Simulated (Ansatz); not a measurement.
A nudged elastic band was laid between two geometries of H4Si + H5HfNO3 (15 atoms, charge 0, multiplicity 1).

All numbers below come from Ansatz, RHF/def2-SVP.

* movable images: 7
* climbing image: yes
* spring: 5.0 eV/Å²
* optimiser: quadratic models (default)
* start path: through a guess of the saddle point
* force threshold: 0.05 eV/Å
* iteration limit: 60
* end points: relaxed

First end point:

```xyz
15
Properties=species:S:1:pos:R:3
Hf -0.449 -0.697 0.192
N -0.465 -0.690 2.257
H -0.915 -1.378 2.834
H -0.038 -0.010 2.862
O 1.385 -0.763 -0.458
H 2.278 -0.841 -0.731
O -1.280 0.927 -0.489
H -1.720 1.704 -0.772
O -1.450 -2.281 -0.314
H -1.911 -3.010 -0.684
Si 2.222 3.382 1.343
H 3.621 3.227 1.807
H 2.193 3.387 -0.138
H 1.675 4.663 1.850
H 1.405 2.260 1.862
```

Last end point:

```xyz
15
Properties=species:S:1:pos:R:3
Hf 0.197 0.188 0.099
N -0.668 0.582 2.377
H -1.608 0.219 2.409
H -0.132 0.090 3.074
O 0.999 -0.051 -1.648
H 1.447 -0.094 -2.471
O -1.564 0.963 -0.334
H -2.150 1.202 -1.030
O 0.331 -1.626 0.867
H 0.570 -2.513 0.665
Si 2.154 2.052 1.026
H 3.262 1.398 1.796
H 2.832 2.853 -0.038
H 1.596 3.067 1.984
H -0.712 1.552 2.646
```

Q: What changes between the two ends?

A: Bonds broken: Si11–H15. Bonds formed: Hf1–Si11, N2–H15. H4Si + H5HfNO3 becomes H9HfNO3Si.

Q: Give the energies along the band, and the barrier.

A: The run converged. The highest image is number 4 of 0 to 8, 48.3 kcal/mol above the first end and 42.1 kcal/mol above the last; the last end lies 6.2 kcal/mol above the first. A structure lower than the first end lies on the path between it and the top, so the climb from that side starts below the end, which may itself be a saddle point or a shallow side well. Neighbouring images differ by up to 2.0 eV, so the band resolves the path poorly. A vibrational analysis at the climbing image gives one clearly imaginary mode, 1490i cm⁻¹, and a faint second one (17i cm⁻¹) that may be numerical noise or a soft torsion: probably a first-order saddle point. The orbitals stay closed-shell, which can raise the energy where a bond breaks towards radicals; this wasn't checked here.

```
image  path coordinate (Å)  energy (kcal/mol)  Si11–H15 (Å)  Hf1–Si11 (Å)  N2–H15 (Å)
    0                 0.00                0.0          1.48          5.01        3.51
    1                 1.25               -0.2          1.48          4.86        3.63
    2                 2.51               -0.1          1.48          4.74        3.32
    3                 3.76                2.1          1.48          4.35        2.60
    4                 5.01               48.3          2.01          3.88        1.24
    5                 6.53               23.7          2.63          3.10        1.01
    6                 8.06               13.3          2.99          2.89        1.01
    7                 9.58                8.3          3.14          2.87        1.01
    8                11.10                6.2          3.33          2.86        1.01
```

Q: What is the geometry of the highest image?

A: 
```xyz
15
Properties=species:S:1:pos:R:3
Hf -0.202 -0.342 0.071
N 0.030 0.073 2.226
H -0.778 0.328 2.776
H 0.599 -0.537 2.795
O 1.546 -0.648 -0.673
H 2.393 -0.570 -1.073
O -1.289 1.056 -0.682
H -1.665 1.810 -1.098
O -1.187 -1.994 -0.024
H -1.573 -2.826 -0.228
Si 1.739 2.718 1.456
H 3.167 2.722 1.927
H 1.883 2.946 -0.030
H 1.201 4.035 1.940
H 0.688 1.110 2.036
```

The run took 7.4 min on 4 threads of Arm Neoverse V1 (shared host), peak memory 0.44 GiB.
